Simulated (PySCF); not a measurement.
Does the answer move with the share of exact exchange?

C6H5F.
Z-matrix (Å and degrees, PBE0-D3(BJ)/def2-SVP geometry), rows numbered from 1:
```
F 
C   1  1.3188
C   2  1.3433  1  122.49
C   3  1.4644  2  125.03  1   179.86
C   4  1.3574  3  107.18  2  -179.81
C   5  1.4638  4  109.07  3    -0.06
C   6  1.3582  5  109.34  4     0.02
H   2  1.0946  1  113.04  3   179.99
H   4  1.0895  3  125.22  2     0.09
H   5  1.0906  4  126.11  3   179.91
H   6  1.0908  5  124.70  4  -179.97
H   7  1.0884  3  125.01  2    -0.17
```

PySCF, def2-SVPD basis, density fitting, gas phase, PBE0-D3(BJ)/def2-SVP geometry; singlet excitations by full TDDFT with frozen cores, triplets by Tamm–Dancoff TDDFT and ionisation energies by ΔSCF, from the lowest of the holes tried. One functional is left out:

```csv
functional,exact exchange (%),HOMO energy (eV),LUMO energy (eV),lowest singlet excitation (eV),lowest triplet excitation (eV),dipole moment (D),mean polarisability (au),vertical ionisation energy (eV)
LDA,0,-5.66,-3.07,3.05,2.31,0.948,74.3,8.71
PBE,0,-5.45,-2.83,3.07,2.21,0.927,73.9,8.42
PBE0,25,-6.49,-1.99,3.43,2.29,0.995,72.4,8.41
BHandHLYP,50,-7.35,-0.98,3.71,2.35,1.087,71.9,8.24
```

Predict the row of B3LYP (20 % exact exchange) by straight lines through the other rows, and check it.

```
                       property   line  computed  computed − line  PBE0 (25 %), for comparison
               HOMO energy (eV)  -6.28     -6.27            +0.01                        -6.49
               LUMO energy (eV)  -2.17     -2.17             0.00                        -1.99
 lowest singlet excitation (eV)   3.33      3.33             0.00                         3.43
 lowest triplet excitation (eV)   2.29      2.30            +0.01                         2.29
              dipole moment (D)  0.993     0.995           +0.002                        0.995
       mean polarisability (au)   73.1      73.1              0.0                         72.4
vertical ionisation energy (eV)   8.44      8.43            -0.01                         8.41
```

Which of these properties follows the share of exact exchange most closely, and which least?

Most closely the lowest singlet excitation, least the lowest triplet excitation; the correlations over the tabulated rows are lowest singlet excitation 0.997, HOMO energy -0.995, LUMO energy 0.995, dipole moment 0.985, mean polarisability -0.956, vertical ionisation energy -0.794, lowest triplet excitation 0.710. The lowest singlet excitation moves by +0.132 eV for every 10 %. Functionals with the same share still differ in their other parts: at 0 % LDA and PBE differ by 0.02 eV in it.
